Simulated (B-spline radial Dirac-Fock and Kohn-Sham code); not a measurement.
Er 5p3/2: cross section and angular parameters

System: the Er atom, [Xe] 4f12 6s2; threshold 28.37 eV (orbital energy of the model). The computed values come from a radial B-spline solver: Dirac-Hartree-Slater photoionisation with a Latter tail; cross sections with all multipoles, angular parameters from the dipole term and its interference with E2.

Input of the calculation (task.json; shells as n, l, electrons):

```json
{"items": [{
  "Z": 68,
  "q": 0,
  "cfg": [[1, 0, 2], [2, 0, 2], [2, 1, 6], [3, 0, 2], [3, 1, 6], [3, 2, 10], [4, 0, 2], [4, 1, 6], [4, 2, 10], [4, 3, 12], [5, 0, 2], [5, 1, 6], [6, 0, 2]],
  "A": 166,
  "rrms": 5.2516,
  "do": "xps",
  "hv": [52.3, 67.1, 67.5, 80, 94.1, 94.4, 100, 125.0, 143.0, 191.0, 200, 213.0, 218.0, 221.0, 399.0, 400, 800, 1010.0, 1080.0, 1130.0, 1253.6, 2150.0, 4150.0, 4870.0, 6000, 7270.0, 7290.0, 8610.0, 9251.7, 10100.0],
  "edges": {"K": 57486.0, "L1": 9751.0, "L2": 9264.0, "L3": 8358.0, "M1": 2206.0, "M2": 2006.0, "M3": 1812.0, "M4": 1453.0, "M5": 1409.0, "N1": 449.8, "N2": 366.2, "N3": 320.2, "N4": 167.6, "N5": 167.6}
}]}
```

Run with: `python xray2_run.py task.json out`

For linearly polarised light dσ/dΩ = σ/(4π) [1 + β P₂(cos θ) + (δ + γ cos²θ) sin θ cos φ], with θ from the polarisation vector and φ the angle between the beam and the projection of the electron momentum on the plane normal to the polarisation.

```
hν (eV)  σ (kb)       β       γ       δ
   52.3    1740   1.850   0.117  -0.010
   67.1     705   1.301   0.305  -0.028
   67.5     691   1.284   0.309  -0.029
     80     407   0.735   0.362  -0.037
   94.1     270   0.227   0.305  -0.034
   94.4     268   0.218   0.303  -0.034
    100     237   0.074   0.262  -0.030
    125     165  -0.201   0.073  -0.007
    143     140  -0.170  -0.015   0.008
    191     104   0.152  -0.066   0.030
    200    99.7   0.215  -0.059   0.032
    213    93.9   0.302  -0.045   0.033
    218    91.9   0.333  -0.038   0.034
    221    90.7   0.352  -0.034   0.034
    399    49.2   1.033   0.194   0.024
    400    49.0   1.036   0.195   0.024
    800    20.2   1.485   0.231   0.004
   1010    14.4   1.576   0.170   0.001
   1080    13.0   1.598   0.149   0.000
   1130    12.1   1.611   0.134   0.000
 1253.6    10.3   1.640   0.099  -0.001
   2150    4.08   1.732  -0.035   0.001
   4150    1.11   1.741   0.117   0.007
   4870   0.785   1.729   0.225   0.009
   6000   0.493   1.706   0.406   0.013
   7270   0.315   1.676   0.612   0.017
   7290       ?       ?       ?       ?
   8610   0.210   1.644   0.819   0.023
 9251.7   0.176   1.629   0.913   0.026
  10100   0.141   1.609   1.032   0.029
```

Q: Give the values at 7290 eV.

A: σ = 0.313 kb, β = 1.676, γ = 0.616, δ = 0.017.
